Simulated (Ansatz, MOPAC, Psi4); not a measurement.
Species: AlS (charge 0, doublet). SMILES: [S][Al]
Structure (B3LYP-D3(BJ)/def2-TZVP (Ansatz, a program for electronic structure) minimum search):
```xyz
2

Al     0.0000     0.0000    -1.1286
S      0.0000     0.0000     0.9170
```
Charge 0, spin multiplicity 2.

Property: vertical ionisation energy to the triplet, in eV. Set-up: 6-311+G** with 5d, 6d on Na to Ar in Ansatz; each state is the SCF solution reached for its charge and spin; non-relativistic; no spin-orbit coupling; valence correlation only; UHF or UKS for open shells; six Cartesian d functions in 6-31G* and its kin unless marked 5d; PM7 with its own dispersion and hydrogen-bond terms. Basis-set limits of correlation are two-point, X^-3; Hartree-Fock from the larger set. First-principles rows: single points at B3LYP-D3(BJ) geometries (Ansatz). Semi-empirical rows: differences of heats of formation at the shared geometry for vertical values.

Coupled cluster (Ansatz) is a level with limits of its own, used here on species with T1 under 0.025 (0.045 for open shells) and stable references: CCSD(T)/CBS(aug-cc-pV(T+d)Z,aug-cc-pV(Q+d)Z).

Value to compare with, CCSD(T)/CBS(aug-cc-pV(T+d)Z,aug-cc-pV(Q+d)Z) (Ansatz): 9.34 eV.

```json
[
 {"level": "PM7", "program": "MOPAC", "vertical ionisation energy to the triplet (eV)": "10.49", "difference": "1.15"},
 {"level": "HF/6-31G*", "program": "Ansatz", "vertical ionisation energy to the triplet (eV)": "7.86", "difference": "-1.48"},
 {"level": "HF/6-311+G**", "program": "Ansatz", "vertical ionisation energy to the triplet (eV)": "7.88", "difference": "-1.46"},
 {"level": "PBE/6-31G*", "program": "Ansatz", "vertical ionisation energy to the triplet (eV)": "9.38", "difference": "0.04"},
 {"level": "B3LYP/STO-3G", "program": "Ansatz", "vertical ionisation energy to the triplet (eV)": "4.87", "difference": "-4.47"},
 {"level": "B3LYP/6-31G*", "program": "Ansatz", "vertical ionisation energy to the triplet (eV)": "9.28", "difference": "-0.06"},
 {"level": "B3LYP/6-311+G**", "program": "Ansatz", "vertical ionisation energy to the triplet (eV)": "9.32", "difference": "-0.02"},
 {"level": "wB97X-D/6-31G*", "program": "Psi4", "vertical ionisation energy to the triplet (eV)": "9.27", "difference": "-0.07"},
 {"level": "MP2/6-311+G**", "program": "Ansatz", "vertical ionisation energy to the triplet (eV)": "8.95", "difference": "-0.39"},
 {"level": "PBE/def2-TZVPD", "program": "Ansatz", "vertical ionisation energy to the triplet (eV)": "9.34", "difference": "0.00"},
 {"level": "wB97M-V/def2-TZVPD", "program": "Ansatz", "vertical ionisation energy to the triplet (eV)": "9.15", "difference": "-0.19"}
]
```

Among the 9 habitual levels, B3LYP/STO-3G lies farthest from CCSD(T)/CBS(aug-cc-pV(T+d)Z,aug-cc-pV(Q+d)Z) (Ansatz) (-4.47 eV); 2 of 9 lie above it, and their mean absolute difference is 1.02 eV, the median 0.39. One case shows no general order.

The levels are drawn from those run, B3LYP/6-31G* more often than the rest, none by its result; left out are runs that failed, that the program found above a lower state of the same kind, or whose <S^2> lies over 0.5 above the pure value.
